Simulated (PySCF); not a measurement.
Task: Write a Z-matrix for `CCC1=NC[C@H](F)C1` as optimised with GFN2-xTB.

Result: 
Z-matrix in Å and degrees, rows numbered from 1:
```
C 
C   1  1.5228
C   2  1.4890  1  112.65
N   3  1.2616  2  123.96  1    -9.88
C   4  1.4373  3  111.13  2  -178.80
C   5  1.5485  4  107.31  3     1.99
F   6  1.3814  5  110.08  4   114.81
C   3  1.5163  2  120.86  1   170.66
H   1  1.0855  2  110.00  3    56.44
H   1  1.0861  2  110.13  3   -62.48
H   1  1.0872  2  110.44  3   177.10
H   2  1.0948  1  109.96  3  -120.31
H   2  1.0941  1  110.50  3   121.79
H   5  1.0920  4  109.14  3  -120.09
H   5  1.0925  4  109.25  3   121.82
H   6  1.0935  5  112.96  4  -127.47
H   8  1.0904  3  111.47  2    57.98
H   8  1.0901  3  111.06  2   -63.24
```

The C–N distances run from 1.262 Å (C3=N4, drawn double) to 1.437 Å (N4–C5, drawn single), a spread of 0.175 Å. The 5 C–C bonds span 1.489 Å (C2–C3, drawn single) to 1.549 Å (C5–C6, drawn single), a spread of 0.060 Å. Of the pairs four or more bonds apart, N4···H9 is among the closest relative to their van der Waals radii: 2.66 Å, 97 % of the sum of Bondi's values. The 5-membered ring C3–N4–C5–C6–C8 has internal angles of 102.3° to 115.2°; it is almost planar, 0.02 Å rms from its mean plane, widest ring torsion 4°.

The geometry is computed with GFN2-xTB (gas phase).

Point group: C1 (no symmetry element, even within 0.4 Å). Stationary, but not proved a minimum. The numbers are those of one conformer (C1–C2–C3–N4 -10°).
